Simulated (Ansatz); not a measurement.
Ansatz (a quantum-chemistry and plane-wave program) input (CCSD(T)/aug-cc-pVDZ):

Ansatz 0.2 input:
```yaml
crystal:
  periodic: [false, false, false]
  atoms:
    - {symbol: C, position_ang: [2.57752244, 0.63598928, -0.54524927]}
    - {symbol: C, position_ang: [1.38588722, -0.20121660, -0.09093055]}
    - {symbol: C, position_ang: [0.06851117, 0.55041933, -0.21313557]}
    - {symbol: C, position_ang: [-1.14645441, -0.24911581, 0.22994921]}
    - {symbol: O, position_ang: [-1.04735876, -1.40345421, 0.64788357]}
    - {symbol: C, position_ang: [-2.43159908, 0.38528533, 0.14753693]}
    - {symbol: H, position_ang: [2.67304346, 1.54724908, 0.05063312]}
    - {symbol: H, position_ang: [2.47653898, 0.93586628, -1.59141878]}
    - {symbol: H, position_ang: [3.51047548, 0.07830830, -0.44925529]}
    - {symbol: H, position_ang: [1.32669209, -1.12191572, -0.67527133]}
    - {symbol: H, position_ang: [1.52062782, -0.51852506, 0.94531527]}
    - {symbol: H, position_ang: [-0.09646643, 0.87234951, -1.24834479]}
    - {symbol: H, position_ang: [0.09764804, 1.47629630, 0.37373550]}
    - {symbol: H, position_ang: [-2.54621660, 1.39818871, -0.21587963]}
    - {symbol: H, position_ang: [-3.30667675, -0.16835281, 0.45839282]}
basis:
  gaussian:
    orbitals: aug-cc-pVDZ
magnetization: {spin_polarized: true, initial_magnetization: 1}
correlation: {method: ccsd_t, electrons: outside_noble_gas}
output: {forces: true}
```

Output:

```
Functional definition: HF
integrals: 2.16 GiB planned
2166 factors; integrals over basis functions are off by at most 7.5e-4 eV
1.02 GiB of device memory are held for the factors and their scratch space
mean field: 1.34 GiB planned
mean field evaluation 1: about -7325.8328 eV, gradient 3.3e1 eV
mean field evaluation 2: about -7325.8340 eV, gradient 3.3e1 eV
mean field evaluation 4: about -7331.7283 eV, gradient 5.0e0 eV
mean field evaluation 8: about -7332.0009 eV, gradient 5.8e-1 eV
mean field evaluation 16: about -7332.0312 eV, gradient 1.5e-6 eV
mean field evaluation 32: about -7330.3487 eV, gradient 1.4e0 eV
mean field evaluation 64: about -7330.4099 eV, gradient 2.7e-2 eV
mean field -7332.03119487 eV, -269.4471765822 hartree, gradient 1.5e-6 eV, S^2 0.884628; 0 other end points of the search recorded, 0 dependent functions left out
6 core orbitals not correlated
reference -7332.03119487 eV, -269.4471765822 hartree; 18, 17 occupied and 195, 196 virtual orbitals, 2166 factors
densities: 19.76 GiB planned
second order -23.84551876 eV of doubles, -0.00000000 eV of singles
coupled cluster: 13.50 GiB planned
cycle   1  -24.90575886 eV  change    -1.1e0 eV  update   1.2e-1
cycle   2  -25.61987133 eV  change   -7.1e-1 eV  update   4.3e-2
cycle   3  -25.83045168 eV  change   -2.1e-1 eV  update   2.8e-2
cycle   4  -25.85053604 eV  change   -2.0e-2 eV  update   1.4e-2
cycle   5  -25.85083436 eV  change   -3.0e-4 eV  update   6.2e-3
cycle   6  -25.85262619 eV  change   -1.8e-3 eV  update   2.5e-3
cycle   7  -25.85371213 eV  change   -1.1e-3 eV  update   1.2e-3
cycle   8  -25.85418866 eV  change   -4.8e-4 eV  update   6.9e-4
cycle   9  -25.85430530 eV  change   -1.2e-4 eV  update   3.5e-4
cycle  10  -25.85419775 eV  change    1.1e-4 eV  update   1.6e-4
cycle  11  -25.85424582 eV  change   -4.8e-5 eV  update   6.7e-5
cycle  12  -25.85429162 eV  change   -4.6e-5 eV  update   2.8e-5
cycle  13  -25.85429960 eV  change   -8.0e-6 eV  update   1.2e-5
cycle  14  -25.85430883 eV  change   -9.2e-6 eV  update   5.5e-6
cycle  15  -25.85431144 eV  change   -2.6e-6 eV  update   2.7e-6
cycle  16  -25.85431255 eV  change   -1.1e-6 eV  update   1.3e-6
cycle  17  -25.85431329 eV  change   -7.4e-7 eV  update   6.8e-7
coupled cluster: 13.50 GiB planned
perturbative correction -0.91060043 eV, -0.0334639485 hartree
the calculation of the forces begins
1.02 GiB of device memory are held for the factors and their scratch space
Total energy: -7358.79610859 eV, -270.4307690195 hartree
Atom 0 at     2.577522     0.635989    -0.545249 Å, force    -0.072398    -0.006749     0.011177 eV/Å
Atom 1 at     1.385887    -0.201217    -0.090931 Å, force    -0.013922    -0.001039     0.002053 eV/Å
Atom 2 at     0.068511     0.550419    -0.213136 Å, force     0.048264    -0.016664     0.000429 eV/Å
Atom 3 at    -1.146454    -0.249116     0.229949 Å, force     0.494050     0.459410    -0.230174 eV/Å
Atom 4 at    -1.047359    -1.403454     0.647884 Å, force     0.115742    -1.113824     0.400858 eV/Å
Atom 5 at    -2.431599     0.385285     0.147537 Å, force    -0.458621     0.220348    -0.027159 eV/Å
Atom 6 at     2.673043     1.547249     0.050633 Å, force     0.032388     0.397728     0.276206 eV/Å
Atom 7 at     2.476539     0.935866    -1.591419 Å, force    -0.056495     0.121187    -0.466528 eV/Å
Atom 8 at     3.510475     0.078308    -0.449255 Å, force     0.405227    -0.255473     0.046626 eV/Å
Atom 9 at     1.326692    -1.121916    -0.675271 Å, force    -0.027952    -0.396655    -0.275952 eV/Å
Atom 10 at     1.520628    -0.518525     0.945315 Å, force     0.060686    -0.120879     0.464727 eV/Å
Atom 11 at    -0.096466     0.872350    -1.248345 Å, force    -0.079800     0.111752    -0.446280 eV/Å
Atom 12 at     0.097648     1.476296     0.373735 Å, force     0.006188     0.379286     0.272262 eV/Å
Atom 13 at    -2.546217     1.398189    -0.215880 Å, force    -0.042120     0.480978    -0.174041 eV/Å
Atom 14 at    -3.306677    -0.168353     0.458393 Å, force    -0.411237    -0.259405     0.145797 eV/Å
Dipole moment:    -0.064212     0.539413    -0.193155 e Å
```

It need not be the lowest isomer of its formula.

The determinant is spin-contaminated: <S^2> is 0.88 against 0.75 for a pure state.
